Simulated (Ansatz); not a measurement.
Cartesian coordinates in Å:
```
C 1.048 1.472 0.004
B -0.236 0.548 0.259
C -1.664 1.149 -0.143
F -0.240 -0.012 1.574
N -0.009 -0.858 -0.653
Si 0.710 -2.132 0.410
H 1.003 2.353 0.651
H 1.108 1.844 -1.025
H 1.995 0.968 0.232
H -1.716 1.456 -1.194
H -2.484 0.442 0.040
H -1.882 2.039 0.454
H -0.907 -1.160 -1.021
H 0.580 -0.654 -1.455
H 1.897 -1.582 1.087
H -0.341 -2.659 1.299
H 1.140 -3.213 -0.519
```

Charge 0, multiplicity 1.

Problem. List the r2SCAN/def2-TZVPP orbital energies in eV (the Gaussian-basis code of Ansatz). (An estimate is asked.)

Solution. Ansatz gave: Occupied: -1791.92, -664.56, -386.82, -271.56, -271.55, -180.19, -142.34, -97.24, -97.18, -97.16, -29.74, -24.27, -17.70, -16.99, -14.62, -14.01, -13.04, -11.33, -10.98, -10.05, -9.95, -9.33, -9.25, -9.04, -8.94, -8.59, -8.52, -7.46, -6.43. Lowest empty: -0.71, 0.72, 0.99, 1.04, 1.41, 1.69, 2.16, 2.75.
